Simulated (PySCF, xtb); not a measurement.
CH₂FNO₂Si, SMILES N#CO[Si@@H](O)F.

GFN2-xTB (xtb) at its own geometry gives an orbital gap of 6.43 eV and a dipole moment of 4.40 D.

Coordinates come from a B3LYP-D3(BJ)/def2-SVP optimisation. The structure was generated by enumeration; whether it is a known compound was not checked. Other conformers were not sampled.

What does PBE/def2-TZVP (PySCF) give? (Estimate from the structure and the level; the computed values follow.)

gap 6.47 eV (levels -7.50 and -1.03 eV), dipole 4.61 D.
